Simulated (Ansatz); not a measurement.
Reaction (hydrogen abstraction from a Ga–H bond): `C[CH2][GaH][NH2]` + `[SiH3]`• → `C[CH2][Ga][NH2]`• + SiH₄

Isolated molecules relaxed with PBE0-D4/def2-TZVP in Ansatz; ΔE leaves out vibrations. CCSD(T)/CBS is the MP2 limit (def2-TZVPP, def2-QZVPP) plus CCSD(T) − MP2 in def2-TZVPP, frozen cores. This one scheme is used for every species. No spin–orbit coupling; open shells (•) take unrestricted orbitals. For Ga outer-core shells are correlated without core-valence functions, which leaves a few kJ/mol of doubt a bond. Scalar relativity is left out up to krypton. Each species was taken in one conformer, which may not be the lowest.

`C[CH2][GaH][NH2]`:

Z-matrix (Å, degrees):
```
C
C 1 1.524
H 1 1.093 2 111.6
H 1 1.093 2 111.6 3 -119.8
H 1 1.094 2 112.0 3 120.1
Ga 2 1.971 1 114.5 3 59.8
H 2 1.096 1 110.7 3 -178.2
H 2 1.096 1 110.6 3 -62.1
N 6 1.820 2 116.8 1 -0.5
H 6 1.566 2 127.4 1 179.5
H 9 1.006 6 124.1 2 0.0
H 9 1.006 6 124.2 2 -180.0
```

`[SiH3]`•:

```xyz
4

Si    0.042   -0.119    0.313
H     0.936    1.057    0.155
H    -1.386    0.265    0.167
H     0.407   -1.204   -0.636
```

`C[CH2][Ga][NH2]`•:

Z-matrix (Å, degrees):
```
C
C 1 1.522
H 1 1.093 2 111.8
H 1 1.096 2 111.5 3 119.8
H 1 1.093 2 111.8 3 -120.3
Ga 2 2.014 1 112.2 3 60.3
H 2 1.093 1 111.8 3 -60.2
H 2 1.094 1 111.7 3 -179.4
N 6 1.835 2 115.6 1 0.5
H 9 1.008 6 124.1 2 -0.1
H 9 1.006 6 124.3 2 180.0
```

SiH₄:

Z-matrix (Å, degrees):
```
Si
H 1 1.485
H 1 1.485 2 109.5
H 1 1.485 2 109.5 3 -120.0
H 1 1.485 2 109.5 3 120.0
```

```csv
species,MP2/def2-TZVPP energy (Eh)
`C[CH2][GaH][NH2]`,-2058.96955
`[SiH3]`•,-290.75407
`C[CH2][Ga][NH2]`•,-2058.33682
SiH₄,-291.40196
```

Problem. Work out ΔE.

Solution. ΔE = (-2058.33682) + (-291.40196) − (-2058.96955) − (-290.75407) = -0.01516 Eh = -39.8 kJ/mol. CCSD(T)/CBS gives -38.2 kJ/mol.

Largest T1 diagnostic among the species: 0.015.

In def2-TZVPP, CCSD(T) changes the Hartree–Fock value by +4.1 kJ/mol (the triples alone add −0.8 kJ/mol) and MP2 by +4.2 kJ/mol.
